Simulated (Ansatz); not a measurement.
Reaction (redistribution): `[SH][Ge][Cl]` + `CC(C)OBS` → `CC(C)[O][Ge][Cl]` + `SBS`

Program: Ansatz. Geometries: PBE0-D4/def2-TZVP. ΔE: electronic, gas phase. CCSD(T)/CBS adds triple-zeta CCSD(T) − MP2 to the extrapolated MP2 energy (def2 sets, frozen cores). Functionals use def2-TZVPP. B3LYP here is the variant with VWN-RPA as its local correlation; programs differ in this. For Ge outer-core shells are correlated without core-valence functions, which leaves a few kJ/mol of doubt a bond. Scalar relativity is left out up to krypton. One conformer a species, not always the lowest.

**Question.** Is it downhill or uphill in electronic energy at CCSD(T)/CBS, and by how much? (Estimate.)

**Answer.** Computed: Uphill: ΔE = +0.58 eV.

**Question.** What do these levels give: PBE-D4, r2SCAN-D4, ωB97X-V, ωB97M-V, PBE, r2SCAN, B3LYP, CCSD/def2-TZVPP, HF/def2-QZVPP, SCS-MP2/def2-QZVPP, HF/CBS(def2), CCSD/CBS(def2)? (An estimate is asked.)

**Answer.** Ansatz gave: PBE-D4 0.57, r2SCAN-D4 0.60, ωB97X-V 0.56, ωB97M-V 0.60, PBE 0.63, r2SCAN 0.61, B3LYP 0.69, CCSD/def2-TZVPP 0.60, HF/def2-QZVPP 0.77, SCS-MP2/def2-QZVPP 0.56, HF/CBS(def2) 0.77, CCSD/CBS(def2) 0.61 eV.

Largest T1 diagnostic among the species: 0.014.

From PBE to PBE0 (25 % exact exchange), in def2-TZVPP and without D4, ΔE moves by +0.04 eV. In def2-TZVPP, CCSD(T) changes the Hartree–Fock value by −0.19 eV (the triples alone add −0.03 eV) and MP2 by −0.24 eV.
